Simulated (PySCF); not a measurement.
C5H8ClF2: g tensor and hyperfine couplings

Compound: C5H8ClF2 (doublet state).
Cartesian coordinates in Å at the GFN2-xTB level; atoms count from 1:
```
atom  x, y, z in Å
C1    -2.099    0.397   -0.846
C2    -1.608   -0.397    0.293
C3    -0.188   -0.024    0.732
Cl4   -0.167    1.672    1.320
C5     0.813   -0.172   -0.406
C6     2.245    0.049    0.058
F7     3.095   -0.014   -0.994
F8     2.626   -0.937    0.909
H9    -1.879    1.445   -0.901
H10   -2.805   -0.022   -1.535
H11   -2.267   -0.260    1.166
H12   -1.627   -1.464    0.054
H13    0.116   -0.635    1.586
H14    0.744   -1.183   -0.814
H15    0.591    0.541   -1.201
H16    2.403    1.012    0.566
```

The hyperfine couplings belong to this conformer and change with its torsions.

The species is `[CH2]C[C@H](Cl)CC(F)F` [radical].

Computed, not measured: UKS B3LYP, pcH-1 on C Cl F H, non-relativistic, mean-field spin-orbit, GIAO in PySCF 2.14.0. One conformer (not necessarily the lowest) at the GFN2-xTB geometry, without solvent, vibrations or thermal averaging. Couplings are sensitive to structure, and on GFN2-xTB geometries they can be far from those on DFT ones. The SCF solution wasn't tested for stability.

```
g1, g2, g3                      : 2.00231, 2.00284, 2.00289
g_iso                           : 2.00268
Form of g                       : close to axial: the two nearest values differ by 8 % of g3 − g1
⟨S²⟩                            : 0.7536 (exact 0.7500)
α and β electrons               : 37, 36
HOMO–LUMO gap, α and β orbitals : 6.59, 6.43 eV
Basis functions                 : 290
```

Hyperfine couplings atom by atom, in mT; T1 to T3 are the principal values of the dipolar part; ρ(0) is the spin density at the nucleus (MHz turned into mT with g_iso):

```csv
atom,isotope,a_iso,of which spin–orbit,T1,T2,T3,Mulliken spin population,ρ(0) (bohr⁻³)
C1,13C,3.30,0.00,-2.92,-2.89,5.81,1.08,0.0823
C2,13C,-1.23,0.00,-0.09,0.00,0.09,-0.08,-0.0306
C3,13C,0.89,0.00,-0.10,-0.08,0.17,0.02,0.0222
Cl4,35Cl,0.00,0.00,-0.02,-0.01,0.03,0.00,-0.0002
C5,13C,0.05,0.00,-0.06,0.00,0.06,0.01,0.0013
C6,13C,-0.01,0.00,-0.01,-0.01,0.02,0.00,-0.0003
F7,19F,0.04,0.00,-0.03,-0.03,0.06,0.00,0.0002
F8,19F,0.14,0.00,-0.08,-0.08,0.16,0.00,0.0009
H9,1H,-2.19,0.00,-1.40,-0.02,1.42,-0.04,-0.0137
H10,1H,-2.27,0.00,-1.41,-0.01,1.42,-0.05,-0.0142
H11,1H,5.50,0.00,-0.22,-0.10,0.32,0.06,0.0345
H12,1H,1.03,0.00,-0.18,-0.16,0.34,0.01,0.0065
H13,1H,-0.05,0.00,-0.09,-0.06,0.15,0.00,-0.0003
H14,1H,-0.01,0.00,-0.08,-0.08,0.16,0.00,0.0000
H15,1H,0.10,0.00,-0.19,-0.11,0.30,0.00,0.0006
H16,1H,0.00,0.00,-0.03,-0.03,0.05,0.00,0.0000
```

The largest Mulliken spin populations are on C1 (+1.08), C2 (-0.08) and H11 (+0.06). No atom but C1 exceeds +0.15. The angles at C1 add up to 359.3°, so it is planar; its axial dipolar tensor and the negative couplings of its protons fit spin in a p orbital normal to that plane.

Axes: g2 points within 12° of the C1–C2 bond.

Under fast tumbling the dipolar parts average out, and these isotropic splittings remain (the largest six): 1 × 1H (H11, I = 1/2, 2 lines) with 5.50 mT, 2 × 1H (H9/H10, I = 1/2, 3 lines) with 2.23 mT, 1 × 1H (H12, I = 1/2, 2 lines) with 1.03 mT, 1 × 19F (F8, I = 1/2, 2 lines) with 0.14 mT, 1 × 1H (H15, I = 1/2, 2 lines) with 0.10 mT and 1 × 1H (H13, I = 1/2, 2 lines) with 0.05 mT.

Nuclei that the bonding pattern makes equivalent are averaged, as if the motion that swaps them (rotation, inversion, ring flip) were fast.

The 13C coupling of C1 (92.4 MHz) shows only in satellite lines or after enrichment, since that isotope makes up about 1.07 % of natural carbon.
